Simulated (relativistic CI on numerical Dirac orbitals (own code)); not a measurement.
# Exchange splitting of the 4s photoelectron line of Tm⁴⁺

Problem. Tm⁴⁺ ([Xe] 4f11) has the spin S = 3/2. The exchange integral with a hole in 4s, calculated from Dirac-KLI orbitals and scaled by 0.8, is G^3(4s,4f) = 11.560 eV, with l = 3 the orbital momentum of the open shell. Find the splitting and the intensity ratio of the 4s line.

Working.
1. The electron left in 4s couples its spin to S, giving S + ½ = 2 and S − ½ = 1.
2. Van Vleck's theorem gives ΔE = (2S + 1) G^l/(2l + 1) = 4 × 11.560/7 = 6.61 eV, with the high-spin state at lower binding energy.
3. The intensities follow the multiplicities, (2S + 2) : 2S = (S + 1) : S = 1.67.

Check. The full multiplet calculation with spin-orbit coupling puts the centres of the two groups of its strongest lines 6.58 eV apart. Measured splittings are much smaller, often about half, when hole and open shell share n, because correlation inside the n = 4 shell lowers the low-spin state; the low-spin line also loses weight to satellites, so measured ratios exceed (S + 1)/S. The splitting still grows with S and serves to read the spin state.
